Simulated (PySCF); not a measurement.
Si3H5O4(+)

Si3H5O4(+) is a small molecule, charge +1, singlet. The structure, one conformer, was relaxed in the gas phase by PBE0-D3(BJ)/def2-SVP. No frequency run checks that it is a minimum.

SMILES: O[Si]1O[SiH2]O[SiH2]O1 (charge +1)

Coordinates in Å:
```
O1     -1.218   -0.420   -0.849
Si2    -0.954   -1.661    0.346
O3      0.364   -1.079    1.160
Si4     1.425    0.190    1.194
O5      0.838    1.193   -0.111
Si6    -0.396    0.913   -1.065
O7     -0.850    1.891   -2.219
H8     -0.637   -2.890   -0.404
H9     -2.159   -1.675    1.195
H10     2.788   -0.220    0.809
H11     1.281    0.995    2.421
H12    -0.443    2.735   -2.460
```

Shieldings: GIAO PBE0/pcSseg-1. Shifts are against computed references at the same level: H TMS (σ 31.27 ppm), Si TMS (σ 352.0 ppm). Core levels by delta-SCF with SCAN, pcX-2 on the ionised atom and pcseg-1 elsewhere, spin-free X2C (2p3/2 is the spin-free 2p value less a third of a first-order spin-orbit splitting); from the vacuum level, for chosen atoms.

Task: Give the shieldings and core levels atom by atom.

Result: 
```
  atoms   bonded to  σ (ppm)  δ (ppm)  core level (eV)
     O1        2 Si    222.7        -        1s 544.06
    Si2   2 O + 2 H    360.4     -8.4     2p3/2 113.22
     O3        2 Si    244.1        -                -
    Si4   2 O + 2 H    360.8     -8.9                -
     O5        2 Si    211.5        -        1s 544.07
    Si6         3 O    393.9    -42.0     2p3/2 115.31
     O7  1 Si + 1 H    273.0        -        1s 545.25
  H8 H9        1 Si    25.71     5.56                -
H10 H11        1 Si    25.72     5.54                -
    H12         1 O    25.80     5.47                -
```

Values are those of this one static structure; atoms that internal rotation interchanges would show their mean in an NMR spectrum.

Task: Which of Si2, Si6 holds its core electrons tightest, and by how much against the loosest?

Result: Si6 (bonded to 3 O), by 2.09 eV over Si2 (bonded to 2 O + 2 H).

Task: By CAM-B3LYP/def2-SVPD (TDDFT singlets, Tamm-Dancoff triplets, ionisation by delta-SCF), where does absorption start, and what does vertical ionisation take?

Result: The first singlet with intensity lies at 7.61 eV (f 0.002); what lies below it is dark. The lowest singlet lies at 6.58 eV (f 0.001), the strongest of the first 6 at 7.70 eV (f 0.059), the lowest triplet at 6.44 eV; vertical ionisation takes 15.58 eV.
